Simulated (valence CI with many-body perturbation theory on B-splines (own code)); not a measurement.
**Cl II: electric-dipole lines**

Method: valence CI with perturbative core correlation (CI+MBPT): six valence electrons over a frozen Dirac-Fock core [Ne], radial functions for each j: 9 s, 9 p, 8 d, 6 f, 3 g, 1 h, with the one-electron correlation potential Σ1, the two-electron term Σ2, the three-electron term Σ3, Breit, model QED; selected CI, second order for the rest, scaled by the run's own slope (own B-spline code, finite nucleus).

Set against measurement, 32 paired levels are off by 179 cm⁻¹ on average, the worst by 395. Among the levels kept, up to 2000 cm⁻¹ of a level comes from second order outside the variational space, and about a tenth of that is noise between levels of different J, which matters for small intervals.

Lines 51 to 100 of 128 in falling wavelength, among levels below 131768 cm⁻¹, chosen from the strongest by gf and those to the six lowest levels. Wavelengths and rates use the calculated energies, so an error of 200 cm⁻¹ moves a line at 4693 Å by 0.94 % and its rate by three times that or more. Electric multipoles are in the length gauge, E1 and E2 with the static RPA response of the core. Weak lines are less certain than strong ones. Lines between different terms over intervals too small for the method are left out, as are lines whose strength nearly cancels and 8 of this kind that miss the measured wavelength by over 7 %. The highest levels of a list are the least certain.

Names give the largest LS component (configuration and term), which can be under half, so a name can repeat, a term be missing and a line seem to break the LS rules; names also repeat where a configuration has a term twice.

```csv
λ vac (Å),λ from measured levels,Upper,Lower,A (s⁻¹),S (a.u.)
4693,4657,3s²3p³4p ³P_2,3s²3p³3d ⁵D°_3,1.94e+04,4.94e-03
4693,4662,3s²3p³4p ³P_1,3s²3p³3d ⁵D°_0,8.16e+03,1.25e-03
4191,4188,3s²3p³4p ³P_1,3s²3p³4s ⁵S°_2,9.25e+04,1.01e-02
4188,4186,3s²3p³4p ³P_2,3s²3p³4s ⁵S°_2,1.79e+05,3.24e-02
2935,2916,3s²3p³4p ⁵P_1,3s3p⁵ ³P°_0,1.48e+04,5.52e-04
2910,2888,3s²3p³4p ⁵P_1,3s3p⁵ ³P°_1,2.65e+04,9.65e-04
2906,2885,3s²3p³4p ⁵P_2,3s3p⁵ ³P°_1,6.22e+03,3.77e-04
2857,2836,3s²3p³4p ⁵P_1,3s3p⁵ ³P°_2,9.73e+03,3.36e-04
2853,2833,3s²3p³4p ⁵P_2,3s3p⁵ ³P°_2,9.92e+03,5.69e-04
2848,2828,3s²3p³4p ⁵P_3,3s3p⁵ ³P°_2,1.42e+03,1.13e-04
2685,2672,3s²3p³4p ³P_1,3s3p⁵ ³P°_0,1.67e+05,4.78e-03
2665,2648,3s²3p³4p ³P_0,3s3p⁵ ³P°_1,6.56e+05,6.13e-03
2665,2649,3s²3p³4p ³P_1,3s3p⁵ ³P°_1,1.09e+05,3.05e-03
2664,2648,3s²3p³4p ³P_2,3s3p⁵ ³P°_1,1.48e+05,6.92e-03
2620,2605,3s²3p³4p ³P_1,3s3p⁵ ³P°_2,3.70e+05,9.84e-03
2619,2604,3s²3p³4p ³P_2,3s3p⁵ ³P°_2,4.23e+05,1.87e-02
1522,1512,3s3p⁵ ³P°_1,3s²3p⁴ ¹S_0,2.21e+04,1.15e-04
1227,1224,3s3p⁵ ³P°_2,3s²3p⁴ ¹D_2,1.11e+05,5.09e-04
1220,1213,3s²3p³3d ⁵D°_1,3s²3p⁴ ¹S_0,1.20e+01,3.21e-08
1218,1214,3s3p⁵ ³P°_1,3s²3p⁴ ¹D_2,7.35e+03,1.97e-05
1188,1180,3s²3p³4s ³S°_1,3s²3p⁴ ¹S_0,8.73e+02,2.17e-06
1143,1139,3s²3p³3d ¹P°_1,3s²3p⁴ ¹S_0,3.86e+06,8.52e-03
1091,1087,3s²3p³3d ³D°_1,3s²3p⁴ ¹S_0,3.75e+03,7.22e-06
1080,1079,3s3p⁵ ³P°_2,3s²3p⁴ ³P_1,2.84e+07,8.84e-02
1077,1075,3s3p⁵ ³P°_1,3s²3p⁴ ³P_0,3.78e+07,6.98e-02
1073,1072,3s3p⁵ ³P°_1,3s²3p⁴ ³P_1,2.85e+07,5.21e-02
1073,1071,3s3p⁵ ³P°_2,3s²3p⁴ ³P_2,8.57e+07,2.61e-01
1070,1068,3s3p⁵ ³P°_0,3s²3p⁴ ³P_1,1.13e+08,6.83e-02
1065,1064,3s3p⁵ ³P°_1,3s²3p⁴ ³P_2,4.78e+07,8.56e-02
1044,1039,3s²3p³4s ⁵S°_2,3s²3p⁴ ¹D_2,8.92e+00,2.51e-08
1017,1014,3s²3p³3d ⁵D°_3,3s²3p⁴ ¹D_2,1.16e+01,4.23e-08
1017,1014,3s²3p³3d ⁵D°_1,3s²3p⁴ ¹D_2,8.39e-02,1.31e-10
1017,1014,3s²3p³3d ⁵D°_2,3s²3p⁴ ¹D_2,7.67e+01,1.99e-07
1016,1012,3s²3p³4s ³D°_1,3s²3p⁴ ¹S_0,3.91e+05,6.06e-04
994.7,990.5,3s²3p³4s ³S°_1,3s²3p⁴ ¹D_2,4.38e+05,6.38e-04
962.5,961.5,3s²3p³3d ¹P°_1,3s²3p⁴ ¹D_2,1.12e+08,1.48e-01
935.9,933.0,3s²3p³4s ⁵S°_2,3s²3p⁴ ³P_1,1.35e+05,2.72e-04
930.0,927.0,3s²3p³4s ⁵S°_2,3s²3p⁴ ³P_2,4.58e+05,9.09e-04
926.1,924.6,3s²3p³3d ³D°_3,3s²3p⁴ ¹D_2,2.93e+04,8.05e-05
926.1,924.7,3s²3p³3d ³D°_2,3s²3p⁴ ¹D_2,2.01e+03,3.94e-06
925.8,924.3,3s²3p³3d ³D°_1,3s²3p⁴ ¹D_2,1.53e+05,1.80e-04
916.6,914.9,3s²3p³3d ⁵D°_1,3s²3p⁴ ³P_0,3.46e+04,3.94e-05
914.0,912.3,3s²3p³3d ⁵D°_0,3s²3p⁴ ³P_1,5.71e+05,2.15e-04
913.9,912.3,3s²3p³3d ⁵D°_1,3s²3p⁴ ³P_1,2.38e+05,2.69e-04
913.8,912.4,3s²3p³3d ⁵D°_2,3s²3p⁴ ³P_1,1.51e+04,2.84e-05
908.3,906.6,3s²3p³3d ⁵D°_3,3s²3p⁴ ³P_2,2.11e+05,5.47e-04
908.2,906.6,3s²3p³3d ⁵D°_1,3s²3p⁴ ³P_2,2.37e+05,2.63e-04
908.2,906.6,3s²3p³3d ⁵D°_2,3s²3p⁴ ³P_2,3.65e+05,6.75e-04
898.6,896.0,3s²3p³4s ³S°_1,3s²3p⁴ ³P_0,2.78e+08,2.99e-01
895.9,893.5,3s²3p³4s ³S°_1,3s²3p⁴ ³P_1,8.51e+08,9.06e-01
```
